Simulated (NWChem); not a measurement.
System: InH₂O₂Cl; SMILES [OH][In]([OH])[Cl]

The following NWChem deck was run.

```
start job
memory heap 200 mb stack 900 mb global 1100 mb
geometry units angstroms noautoz
  In     0.048486     0.306561     0.000000
  Cl    -0.158767    -2.017943     0.000000
  O     -1.592662     1.415789     0.000000
  H     -1.370771     2.355440     0.000000
  O      1.850727     1.143779     0.000000
  H      2.550591     0.479286     0.000000
end
basis spherical
  * library def2-svp
end
ecp
  In library def2-ecp
end
dft
  xc pbe0
  iterations 150
  mulliken
end
task dft energy
```

The geometry was optimised at PBE0/def2-SVP. def2 effective core potentials on In; no spin-orbit coupling.

**Question.** Predict the main results of this run. (PBE0/def2-SVP with def2 effective core potentials on In.) Quantities: basis functions; energy (Ha); highest occupied level (eV); orbital gap (eV); dipole (D).

**Answer.** number of basis functions: 82
energy (Ha): -801.47
highest occupied level (eV): -8.64
orbital gap (eV): 6.48
dipole (D): 1.77
